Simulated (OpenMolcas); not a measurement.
## neutral titanium: effect of the active space

* Program: OpenMolcas
* Method: SS-CASPT2, IPEA 0.25 Eh, imaginary shift 0.1 Eh
* Basis: ANO-RCC-VQZP
* Scalar Hamiltonian: DKH2, point nucleus
* Spin-orbit coupling: state interaction with AMFI integrals over the reference wave functions, term energies averaged over their components

A. 2 electrons in 5 orbitals (3d); 2S+1 = 3 even, 10 roots; 2S+1 = 1 even, 15 roots; closed shells correlated: 3s 3p 4s; CASPT2 step about 15 core-seconds
B. 4 electrons in 6 orbitals (3d 4s); 2S+1 = 3 even, 55 roots; 2S+1 = 5 even, 10 roots kept (CI in the orbitals of an earlier block); 2S+1 = 1 even, 49 roots kept (CI in the orbitals of an earlier block); closed shells correlated: 3s 3p; CASPT2 step about 120 core-seconds
C. 4 electrons in 11 orbitals (3d 4s 4d); 2S+1 = 3 even, 48 roots; 2S+1 = 5 even, 10 roots kept (CI in the orbitals of an earlier block); 2S+1 = 1 even, 42 roots kept (CI in the orbitals of an earlier block, 23 in the spin-orbit step); closed shells correlated: 3s 3p; CASPT2 step roughly 19 core-minutes

Energies in cm-1 above 3d2 4s2 3F2, the measured ground level; measured values from NIST Handbook of Basic Atomic Spectroscopic Data.

```
             Level      A     B      C  Measured
       3d2 4s2 3F2    0.0   0.0    0.0       0.0
       3d2 4s2 3F3    183   143    191       170
       3d2 4s2 3F4    419   328    437       387
       3d2 4s2 1D2   6280  5570   6340      7255
       3d2 4s2 3P0   9920  6630   7460      8437
       3d2 4s2 3P1   9980  6670   7510      8492
       3d2 4s2 3P2  10110  6770   7640      8602
3d2 4s2 1G4 [70 %]  12520  8990  11200     12118
```

Deviations, from unrounded energies. A percentage is the sum of absolute deviations over the sum of measured energies, with the sign that they share, or ± where signs differ.

```csv
Against measurement,Levels,A,B,C
mean absolute deviation (cm-1),7,840,1500,690
fine structure of the ground term (%),2,+8.0,-15.4,+12.8
other terms of the ground configuration (%),5,±13.0,-22.9,-10.6
```

C lies closest to measurement on these levels and B furthest from it. The largest miss of C in the table is 3d2 4s2 3P1, by -980 cm-1. The ranking rests on the paired levels alone, and a cruder setting can come out closer through cancelling errors.

The spin-orbit steps hold different terms of 3d2 4s2 (B lacks 1S; C lacks 1S), which shifts levels as well.

The two smallest mean deviations differ by little beside CASPT2's spread within terms, so their order carries little weight.

Among A to C the level of the table that moves most is 3d2 4s2 1G4 [70 %], by 3500 cm-1 (lowest in B, highest in A). Moves below CASPT2's spread within the term are not significant.

CASPT2 breaks the degeneracy within a term, and the mean is taken; among the terms shown or strongly mixed into the levels shown the widest spread is 2200 cm-1 (3d2 4s2 3F, B). Over all roots computed the reference weight is 0.81 to 0.92 in B; the roots of lowest weight are the least certain, and an intruder state may touch them. With the s shell closed, the reference lacks s² → p², s² → d² and s → d mixing, so excited terms can stand far too high and out of order, with CASPT2 too (holds for A). Some terms miss by over 15 % even with CASPT2, which points to a basis or an active space too small for the shells correlated (holds for A; B). Terms from blocks run as CI alone lack orbitals of their own (holds for B; C). Configurations are named by rounded mean occupations; where the s occupation lies near a half they are strongly mixed, a name can repeat and a true partner stay unpaired (holds for B). The CASPT2 spread within a term exceeds the gap to the next term for 3d2 4s2 3P and 3d3 4s 3F(1), 3d3 4s 3F(1) and 3d2 4s2 1G, so the order of their levels is uncertain, and so are names and mixing where such terms share a J (holds for B). Some high roots are left out of the spin-orbit mixing, which shifts the levels that they would mix with (holds for C). Active for correlation alone: 4d; no level in the range computed is led by a configuration that fills it, so any true level of that kind is missing (holds for C). Measured partners are found by configuration, term and J. A level has none where our copy of the source lacks it or the pairing is in doubt (some pairs that miss far off the trend of their configuration count as doubtful), and it then counts in no deviation. Levels of configurations outside the active space are missing. The table leaves out levels that lie high or whose names do not pair safely across all columns.

A share in square brackets marks a mixed level and gives the weight of the term that names it, the lowest over the columns. A number in round brackets counts repeated terms of one configuration in the order of the reference energies.
